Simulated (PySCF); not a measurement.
# Ionisation energy of Nb by level of theory

Nb [Kr] 4d4 5s1 (6D) → Nb⁺ [Kr] 4d4 (5D), as a difference of total energies. All numbers are calculated (PySCF 2.14, the spin-free X2C one-electron Hamiltonian (Gaussian nucleus), in x2c-TZVPPall). Correlated levels: valence: [Kr] frozen. The calculations carry no spin-orbit coupling.

```tsv
method	ionisation energy (eV)
UHF	5.993
MP2 (valence)	6.436
SCS-MP2 (valence)	6.140
CCSD (valence)	6.496
CCSD(T) (valence)	6.522
```

**Question.** How much does correlation contribute at CCSD(T) (valence)?

**Answer.** 6.522 − (5.993) = 0.529 eV, measured against UHF.

Errors of the correlated levels include the incompleteness of this basis and the frozen core.

For comparison: 6.776 eV (measured; NIST levels, between the centres of gravity of the two terms).
